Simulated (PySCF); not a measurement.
How methods differ on the excitation energy of Re

Re [Xe] 4f14 5d5 6s2 (6S) → Re [Xe] 4f14 5d4 6s2 6p1 (high-spin determinant), as a difference of total energies. All numbers are calculated (PySCF 2.14, a scalar-relativistic core potential, in def2-TZVPPD with the def2 core potential (60 electrons) (6s5p3d2f1g, 59 functions)). Correlated levels: valence: 5s2 5p6 frozen. The calculations carry no spin-orbit coupling.

```csv
method,excitation energy (cm⁻¹)
UHF,42393
MP2 (valence),45727
SCS-MP2 (valence),42800
CCSD (valence),45221
CCSD(T) (valence),43256
```

The coupled-cluster amplitudes are large for the upper state (T1 above 0.03 or a double amplitude above 0.15), so a single reference is strained.

The determinant of the upper state mixes LS terms, which raises its energy above the lowest term, most at the Hartree-Fock and MP2 levels.
